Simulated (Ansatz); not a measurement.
C2H6SZn, charge +1, doublet, at a GFN2-xTB geometry (such geometries of metal compounds can be far from the true shape) (a state made from the parent by changing its charge; the spin is typed, not shown lowest); Ansatz (a program for electronic structure) with PBE0/pcseg-0.

Input for Ansatz:
Ansatz 0.2 input:
```yaml
crystal:
  periodic: [false, false, false]
  atoms:
    - {symbol: Zn, position_ang: [-0.15949524, -0.17309654, 0.30883117]}
    - {symbol: C, position_ang: [0.74528572, -1.84812535, -0.66074032]}
    - {symbol: C, position_ang: [0.75097040, -1.66754198, -2.13463255]}
    - {symbol: H, position_ang: [0.15467323, -2.69865265, -0.32613575]}
    - {symbol: H, position_ang: [1.73930811, -1.83493580, -0.21266007]}
    - {symbol: H, position_ang: [1.31744114, -0.79548815, -2.46391972]}
    - {symbol: H, position_ang: [-0.24647177, -1.67095076, -2.57402403]}
    - {symbol: H, position_ang: [1.27103411, -2.54043348, -2.55695023]}
    - {symbol: S, position_ang: [-0.43689610, 2.11488695, 0.86882256]}
    - {symbol: H, position_ang: [-1.43832690, 1.98916998, 1.73983094]}
basis:
  gaussian:
    orbitals: pcseg-0.json
hamiltonian:
  xc: pbe0
total_charge: 1
magnetization: {spin_polarized: true, initial_magnetization: 1}
```
The basis file holds pcseg-0 in the JSON format of the Basis Set Exchange.

Write the output that Ansatz gives for this input, abridged.


```
Functional definition: PBE0
822 factors; integrals over basis functions are off by at most 6.2e-4 eV
mean field evaluation 1: about -61265.7332 eV, gradient 5.3e1 eV
mean field evaluation 2: about -61219.3023 eV, gradient 9.2e1 eV
mean field evaluation 4: about -61275.4692 eV, gradient 2.2e1 eV
mean field evaluation 8: about -61279.5646 eV, gradient 5.4e-1 eV
mean field evaluation 16: about -61279.9076 eV, gradient 7.7e-1 eV
mean field evaluation 32: about -61279.8373 eV, gradient 3.0e-1 eV
mean field -61279.92191909 eV, -2251.9955935037 hartree, gradient 1.3e-5 eV, S^2 0.771016; 2 other end points of the search recorded, 0 dependent functions left out
reference -61279.92194764 eV, -2251.9955945528 hartree; 32, 31 occupied and 35, 36 virtual orbitals, 822 factors
Total energy: -61279.92194764 eV, -2251.9955945528 hartree
```
